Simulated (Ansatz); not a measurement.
Two isomers of C3H7NSi: A = `CC[SiH2]C#N`, B = `C=C=C(N)[SiH3]`.

Program: Ansatz. Geometries: PBE0-D4/def2-TZVP. ΔE: electronic, gas phase. CBS: MP2 limit from def2 TZ/QZ plus the TZ coupled-cluster correction, frozen cores. Functionals use def2-TZVPP. B3LYP here is the variant with VWN-RPA as its local correlation; programs differ in this. One conformer a species, not always the lowest.

**Question.** Which is lower in electronic energy at CCSD(T)/CBS, and by how much? (Best estimate.)

**Answer.** Computed: A, by 197.1 kJ/mol.

**Question.** Give E(B) − E(A) in kJ/mol with HF/def2-TZVPP, LDA (SPW92), B3LYP, ωB97M-V, CCSD(T)/def2-TZVPP, PBE0-D4, PBE-D4. (Estimate.)

**Answer.** Ansatz gave: HF/def2-TZVPP 213.0, LDA (SPW92) 132.2, B3LYP 174.6, ωB97M-V 190.4, CCSD(T)/def2-TZVPP 204.2, PBE0-D4 169.5, PBE-D4 158.9. None reverses the order clearly.

**Question.** Does the order hold for the free energy at 298.15 K (harmonic terms from PBE0-D4)? (Best estimate.)

**Answer.** Computed: Yes: G(B) − G(A) = +192.0 kJ/mol, for one conformer each.

Largest T1 diagnostic: 0.013.

From BLYP to BHLYP (50 % exact exchange), in def2-TZVPP and without D4, E(B) − E(A) moves by +18.0 kJ/mol. Leaving LDA and LC-ωPBE aside and taking each functional with its dispersion term where it has one, the values, not all of them listed here, spread over 35.0 kJ/mol, from PBE-D4 to PBE-QIDH. LDA lies −27.7 kJ/mol from PBE without D4.
